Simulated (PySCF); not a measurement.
A geometry optimisation, step by step.

Species: Mn(NH2)2 (sextet state).
Bonds: Mn1–N2, Mn1–N5. Hydrogens: H3, H4 on N2; H6, H7 on N5.

Method: PBE0-D3(BJ)/def2-SVP geometry optimisation, gas phase in PySCF; unrestricted, density fitting, grid level 1; the optimiser is geomeTRIC in internal coordinates, started from a GFN2-xTB structure with every atom displaced at random (about 0.03 Å). 11 of its 16 geometries are shown. The frame can shift and turn from step to step; on so coarse a grid that alone can change the energy by a few meV, and forces under 0.02 eV/Å are noise.

Step 0: E = -34349.3952 eV, largest atomic force 3.143 eV/Å
```
atom  x, y, z in Å  |  force x, y, z in eV/Å
Mn1     0.649   -0.938   -0.007   -1.814   2.525  -0.462
N2      0.033   -0.044    1.620    0.664  -0.696   0.731
H3     -0.577    0.792    1.772    0.778  -1.089  -0.337
H4      0.404   -0.376    2.535   -0.606   0.638  -0.665
N5     -0.037   -0.020   -1.653    0.850  -1.264   2.012
H6      0.183   -0.342   -2.555    0.352  -0.564  -1.699
H7     -0.563    0.826   -1.779   -0.225   0.450   0.420
```

Step 2: E = -34350.2184 eV, largest atomic force 1.365 eV/Å
```
atom  x, y, z in Å  |  force x, y, z in eV/Å
Mn1     0.431   -0.599   -0.029   -0.112   0.160   0.285
N2      0.101   -0.086    1.736    0.166  -0.182   0.373
H3     -0.557    0.665    1.901   -0.223   0.202  -0.015
H4      0.419   -0.385    2.647    0.155  -0.146   0.147
N5      0.004   -0.071   -1.751    0.024  -0.109  -1.360
H6      0.179   -0.441   -2.695   -0.077   0.137   0.546
H7     -0.484    0.816   -1.878    0.067  -0.061   0.023
```

Step 3: E = -34350.3741 eV, largest atomic force 0.494 eV/Å
```
atom  x, y, z in Å  |  force x, y, z in eV/Å
Mn1     0.269   -0.367   -0.015    0.017  -0.030  -0.056
N2      0.112   -0.077    1.835   -0.053   0.003  -0.223
H3     -0.596    0.598    2.104   -0.114   0.074   0.241
H4      0.520   -0.456    2.677    0.126  -0.078   0.127
N5     -0.002   -0.072   -1.853    0.023   0.010  -0.355
H6      0.205   -0.560   -2.729   -0.107   0.197   0.440
H7     -0.416    0.833   -2.087    0.109  -0.176  -0.174
```

Step 4: E = -34350.4436 eV, largest atomic force 0.357 eV/Å
```
atom  x, y, z in Å  |  force x, y, z in eV/Å
Mn1     0.143   -0.192   -0.014    0.074  -0.108   0.038
N2      0.094   -0.052    1.866   -0.191   0.111  -0.280
H3     -0.648    0.515    2.272    0.107  -0.131   0.228
H4      0.618   -0.499    2.608    0.015   0.043   0.073
N5     -0.015   -0.051   -1.886   -0.042   0.223   0.175
H6      0.218   -0.670   -2.654   -0.057   0.030  -0.020
H7     -0.319    0.847   -2.261    0.094  -0.168  -0.214
```

Step 6: E = -34350.4940 eV, largest atomic force 0.418 eV/Å
```
atom  x, y, z in Å  |  force x, y, z in eV/Å
Mn1     0.054   -0.069   -0.011   -0.026   0.034  -0.003
N2      0.052   -0.029    1.878   -0.210   0.059   0.316
H3     -0.668    0.404    2.465    0.197  -0.157  -0.267
H4      0.683   -0.506    2.521    0.015   0.075  -0.149
N5     -0.024   -0.003   -1.897   -0.007   0.269  -0.321
H6      0.204   -0.736   -2.566   -0.068  -0.003   0.144
H7     -0.210    0.836   -2.458    0.099  -0.277   0.281
```

Step 8: E = -34350.5245 eV, largest atomic force 0.206 eV/Å
```
atom  x, y, z in Å  |  force x, y, z in eV/Å
Mn1    -0.042    0.062   -0.008    0.011  -0.012  -0.011
N2      0.017   -0.020    1.871    0.092  -0.057  -0.133
H3     -0.709    0.244    2.527   -0.083  -0.004   0.105
H4      0.778   -0.435    2.401   -0.014   0.070   0.060
N5     -0.019    0.033   -1.890    0.032  -0.154   0.132
H6      0.111   -0.809   -2.446   -0.068   0.075  -0.040
H7     -0.044    0.823   -2.523    0.030   0.083  -0.113
```

Step 9: E = -34350.5302 eV, largest atomic force 0.171 eV/Å
```
atom  x, y, z in Å  |  force x, y, z in eV/Å
Mn1    -0.058    0.084   -0.008    0.021  -0.025   0.006
N2      0.008   -0.023    1.869    0.060  -0.027  -0.136
H3     -0.723    0.196    2.536   -0.056  -0.011   0.087
H4      0.800   -0.396    2.386   -0.010   0.056   0.077
N5     -0.012    0.038   -1.888    0.009  -0.099   0.139
H6      0.069   -0.818   -2.429   -0.051   0.040  -0.073
H7      0.008    0.818   -2.534    0.028   0.067  -0.101
```

Step 10: E = -34350.5431 eV, largest atomic force 0.146 eV/Å
```
atom  x, y, z in Å  |  force x, y, z in eV/Å
Mn1    -0.068    0.096   -0.008    0.054  -0.070   0.009
N2     -0.001   -0.042    1.867   -0.039   0.034  -0.092
H3     -0.761    0.074    2.530   -0.009  -0.001   0.032
H4      0.838   -0.256    2.397    0.028   0.004   0.069
N5      0.013    0.034   -1.886   -0.021   0.084   0.118
H6     -0.072   -0.813   -2.436   -0.019  -0.077  -0.099
H7      0.142    0.806   -2.531    0.007   0.026  -0.037
```

Step 12: E = -34350.5507 eV, largest atomic force 0.062 eV/Å
```
atom  x, y, z in Å  |  force x, y, z in eV/Å
Mn1    -0.003    0.007   -0.009    0.033  -0.047  -0.004
N2      0.017   -0.054    1.870   -0.040   0.027   0.026
H3     -0.781    0.092    2.483   -0.011  -0.005  -0.007
H4      0.822   -0.211    2.470    0.029  -0.004  -0.020
N5      0.016    0.015   -1.890   -0.010   0.056  -0.024
H6     -0.111   -0.781   -2.508   -0.007  -0.034   0.019
H7      0.132    0.831   -2.484    0.007   0.006   0.010
```

Step 14: E = -34350.5517 eV, largest atomic force under 0.02 eV/Å
```
atom  x, y, z in Å  |  force x, y, z in eV/Å
Mn1     0.015   -0.018   -0.010    0.003  -0.005  -0.002
N2      0.016   -0.053    1.871    0.003   0.010   0.007
H3     -0.789    0.087    2.476   -0.004  -0.004   0.001
H4      0.821   -0.193    2.474    0.000  -0.003  -0.006
N5      0.016    0.016   -1.890   -0.009  -0.005  -0.009
H6     -0.128   -0.776   -2.511    0.004   0.005   0.011
H7      0.140    0.836   -2.477    0.005   0.002  -0.001
```

Step 15: E = -34350.5517 eV, largest atomic force under 0.02 eV/Å
```
atom  x, y, z in Å  |  force x, y, z in eV/Å
Mn1     0.015   -0.017   -0.010    0.000  -0.001   0.001
N2      0.015   -0.052    1.871    0.003   0.008   0.001
H3     -0.789    0.085    2.477    0.001  -0.004  -0.001
H4      0.822   -0.193    2.472   -0.003  -0.002   0.000
N5      0.015    0.017   -1.890   -0.007  -0.003  -0.003
H6     -0.128   -0.777   -2.509    0.003   0.004   0.002
H7      0.142    0.835   -2.479    0.003  -0.002   0.000
```

Task: Summarise the path.

Result: The energy falls by 111.59 kJ/mol from step 0 to step 15; nine tenths of that is first reached at step 4. It rises by more than 0.2 meV at step 5. The largest force goes from 3.143 to under 0.02 eV/Å. Among the bonds Mn1–N5 changes most, from 2.005 to 1.881 Å; the atoms move by 0.746 Å rms after alignment.

Task: Follow the three bonds and two angles with the largest change from start to end.

Result: 
```
step  E above end (kJ/mol)  largest force (eV/Å)  Mn1–N5 (Å)  Mn1–N2 (Å)  N5–H6 (Å)  N2–Mn1–N5 (°)  Mn1–N2–H4 (°)
   0                111.59                 3.143       2.005       1.956      0.982          111.5          118.2
   1                 56.63                 1.282       1.897       1.894      1.019          123.2          132.9
   2                 32.17                 1.365       1.852       1.866      1.028          139.5          135.7
   3                 17.14                 0.494       1.881       1.879      1.024          157.7          136.8
   4                 10.43                 0.357       1.884       1.886      1.014          169.4          133.2
   5                 19.40                 2.035       1.910       1.908      1.039          176.0          127.1
   6                  5.57                 0.418       1.889       1.889      1.019          175.9          128.3
   7                  4.36                 0.233       1.884       1.884      1.018          177.8          127.4
   8                  2.63                 0.206       1.882       1.882      1.017          175.8          124.2
   9                  2.08                 0.171       1.881       1.881      1.016          174.2          123.8
  10                  0.83                 0.146       1.880       1.881      1.014          172.4          124.4
  11                  0.37                 0.122       1.881       1.881      1.014          174.6          125.8
  12                  0.10                 0.062       1.881       1.881      1.016          178.0          127.1
  13                  0.04                 0.043       1.881       1.880      1.016          179.0          127.0
  14                  0.00            under 0.02       1.881       1.881      1.016          180.0          126.6
  15                  0.00            under 0.02       1.881       1.881      1.016          180.0          126.4
```

What follows is the cost of the whole optimisation. Hardware: Arm Neoverse V1, one thread, shared host. Cost: 78 s wall, 0.33 GiB resident at most.
